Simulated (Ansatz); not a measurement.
Total energies of H3NbO3S, SMILES `[OH][Nb]([OH])([OH])=[S]`.

```xyz
8

O    -0.7375   -1.6016   -0.6382
Nb   -0.0151    0.0248   -0.0144
O    -0.2559    0.1287    1.8532
O     1.8306    0.0660   -0.3998
S    -0.9986    1.6771   -0.9716
H    -1.4325   -1.7610   -1.2786
H    -0.7255    0.7791    2.3775
H     2.3345    0.6869   -0.9281
```

The species carries charge 0 and has multiplicity 1. Correlated methods include outer-core shells of Nb, which these sets cover unevenly. Nb: def2 effective core potential. Geometry: relaxed with PBE0-D4/def2-TZVP. It is one conformer, not always the lowest. Basis def2-TZVPP, the Gaussian-basis code of Ansatz.

RPA on PBE orbitals: Hartree–Fock energy of these orbitals -680.47646 Eh, correlation -2.03604 Eh (frozen core).

```json
{"functional": "LDA (SPW92)", "energy without D4 (Eh)": "-679.93093", "D4 term (kJ/mol)": "–"}
{"functional": "PBE", "energy without D4 (Eh)": "-682.63447", "D4 term (kJ/mol)": "-19.6"}
{"functional": "revPBE", "energy without D4 (Eh)": "-682.91707", "D4 term (kJ/mol)": "-48.9"}
{"functional": "BLYP", "energy without D4 (Eh)": "-682.96193", "D4 term (kJ/mol)": "-41.4"}
{"functional": "r2SCAN", "energy without D4 (Eh)": "-682.91212", "D4 term (kJ/mol)": "-4.7"}
{"functional": "B97M-V", "energy without D4 (Eh)": "-682.84595", "D4 term (kJ/mol)": "–"}
{"functional": "PBE0", "energy without D4 (Eh)": "-682.61046", "D4 term (kJ/mol)": "-16.8"}
{"functional": "B3LYP", "energy without D4 (Eh)": "-683.04357", "D4 term (kJ/mol)": "-31.8"}
{"functional": "r2SCANh", "energy without D4 (Eh)": "-682.86974", "D4 term (kJ/mol)": "-5.1"}
{"functional": "r2SCAN0", "energy without D4 (Eh)": "-682.80823", "D4 term (kJ/mol)": "-5.7"}
{"functional": "HSE06 (plane-wave form)", "energy without D4 (Eh)": "-682.59274", "D4 term (kJ/mol)": "-15.9"}
{"functional": "BHLYP", "energy without D4 (Eh)": "-682.76676", "D4 term (kJ/mol)": "-27.4"}
{"functional": "CAM-B3LYP", "energy without D4 (Eh)": "-682.89661", "D4 term (kJ/mol)": "-17.4"}
{"functional": "LC-ωPBE", "energy without D4 (Eh)": "-682.75534", "D4 term (kJ/mol)": "–"}
{"functional": "ωB97X-V", "energy without D4 (Eh)": "-682.81695", "D4 term (kJ/mol)": "–"}
{"functional": "ωB97M-V", "energy without D4 (Eh)": "-682.82084", "D4 term (kJ/mol)": "–"}
{"functional": "B2PLYP", "energy without D4 (Eh)": "-682.65889", "D4 term (kJ/mol)": "–"}
{"functional": "PBE-QIDH", "energy without D4 (Eh)": "-682.43651", "D4 term (kJ/mol)": "–"}
```

B3LYP takes the VWN-RPA correlation (the form of Gaussian; ORCA's B3LYP/G). HSE06 is the plane-wave form, built on full-range PBE exchange. The double hybrids freeze the cores in their second-order part.

LC-ωPBE has ω = 0.4 bohr⁻¹.
